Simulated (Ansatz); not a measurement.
Cost and result for the atomization energy of CH8ClNOSi2 (`CO[SiH2]N[SiH2]Cl`) (14 atoms, 13 bonds).

Z-matrix (Å, degrees):
```
C
O 1 1.410
H 1 1.091 2 108.2
H 1 1.095 2 111.2 3 119.2
H 1 1.096 2 111.4 3 -119.1
Si 2 1.635 1 123.6 3 176.3
N 6 1.730 2 113.3 1 58.2
H 6 1.488 2 111.2 1 -60.1
H 6 1.477 2 104.1 1 178.3
Si 7 1.709 6 127.0 2 60.7
H 7 1.010 6 115.6 2 -107.6
Cl 10 2.066 7 112.7 6 -92.2
H 10 1.478 7 108.0 6 25.7
H 10 1.479 7 110.8 6 149.8
```

Charge 0, multiplicity 1. Geometry: relaxed with PBE0-D4/def2-TZVP. It is one conformer, not always the lowest. Program: Ansatz. All runs use 2 threads of an AMD EPYC 7R13 on a shared host and a share of an NVIDIA H100 80 GB. Times are those of one run each, without the atoms' runs, and a repeat can differ threefold. Electronic energies, without spin–orbit coupling; frozen cores. CCSD(T)/CBS adds CCSD(T) − MP2 in def2-TZVPP to the MP2 limit, and its time is that of the two runs behind it. T1 = 0.011. B3LYP takes the VWN-RPA correlation (the form of Gaussian; ORCA's B3LYP/G).

CCSD(T)/CBS is a level of theory with its own doubt, some kJ/mol a heavy atom from the limit and from the frozen cores, so smaller differences don't rank the functionals.

```json
{"level": "PBE0-D4/def2-TZVPP", "functions": "331", "wall time": "3.1 s", "atomization (kcal/mol)": "1177.8", "difference from CCSD(T)/CBS": "-11.6", "per bond": "-0.9"}
{"level": "B3LYP-D4/def2-TZVPP (with forces)", "functions": "331", "wall time": "3.3 s", "atomization (kcal/mol)": "1185.2", "difference from CCSD(T)/CBS": "-4.2", "per bond": "-0.3"}
{"level": "PBE-D4/def2-TZVPP (with forces)", "functions": "331", "wall time": "3.6 s", "atomization (kcal/mol)": "1192.8", "difference from CCSD(T)/CBS": "3.4", "per bond": "0.3"}
{"level": "B2PLYP/def2-TZVPP", "functions": "331", "wall time": "4.3 s", "atomization (kcal/mol)": "1171.3", "difference from CCSD(T)/CBS": "-18.1", "per bond": "-1.4"}
{"level": "r2SCAN-D4/def2-TZVPP (with forces)", "functions": "331", "wall time": "4.4 s", "atomization (kcal/mol)": "1184.9", "difference from CCSD(T)/CBS": "-4.5", "per bond": "-0.3"}
{"level": "ωB97M-V/def2-TZVPP (with forces)", "functions": "331", "wall time": "4.9 s", "atomization (kcal/mol)": "1191.7", "difference from CCSD(T)/CBS": "2.3", "per bond": "0.2"}
{"level": "ωB97X-V/def2-TZVPP", "functions": "331", "wall time": "6.5 s", "atomization (kcal/mol)": "1193.7", "difference from CCSD(T)/CBS": "4.3", "per bond": "0.3"}
{"level": "MP2/def2-QZVPP", "functions": "621", "wall time": "7 s", "atomization (kcal/mol)": "1190.9", "difference from CCSD(T)/CBS": "1.5", "per bond": "0.1"}
{"level": "CCSD(T)/def2-TZVPP", "functions": "331", "wall time": "8.5 s", "atomization (kcal/mol)": "1154.1", "difference from CCSD(T)/CBS": "-35.3", "per bond": "-2.7"}
{"level": "CCSD(T)/CBS(def2)", "functions": "–", "wall time": "16 s", "atomization (kcal/mol)": "1189.4", "difference from CCSD(T)/CBS": "0.0", "per bond": "0.0"}
```

In def2-TZVPP, CCSD(T) changes the Hartree–Fock value by +286.1 kcal/mol (the triples alone add +15.5 kcal/mol) and MP2 by +301.7 kcal/mol; breaking electron pairs costs correlation energy, which Hartree–Fock lacks. From PBE to PBE0 (25 % exact exchange), in def2-TZVPP and without D4, the atomization energy moves by −13.8 kcal/mol: exact exchange takes away binding that semilocal exchange gives to molecules. The D4 term adds +14.0 kcal/mol with B3LYP and +7.5 kcal/mol with PBE0; it sums over pairs of atoms, weighted by their polarisabilities, and B3LYP, whose exchange is more repulsive, gets the larger term.
